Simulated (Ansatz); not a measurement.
A calculation with Ansatz (development build ahead of 0.2.0).

```yaml
crystal:
  periodic: [false, false, false]
  atoms:
    - { symbol: Si, position_ang: [1.20866, 0.00266, -0.00424] }
    - { symbol: Si, position_ang: [-1.20554, -0.00833, 8.0e-05] }
    - { symbol: Si, position_ang: [-0.00669, 1.9628, -0.00183] }
    - { symbol: Si, position_ang: [-0.00021, -1.97926, 0.00376] }
basis:
  gaussian: { orbitals: "6-31G" }
hamiltonian:
  xc: hf
output:
  forces: true
```

The input is written out in the form of the current development build from the run's settings.

Results

| Item | Value |
| --- | --- |
| Converged | yes |
| Total energy | -1155.43915 hartree |

Forces (eV/Å):
```tsv
atom	Fx	Fy	Fz
Si1	1.807	-0.138	-0.002
Si2	-1.828	-0.038	0.004
Si3	-0.028	1.561	-0.003
Si4	0.048	-1.384	0.001
```
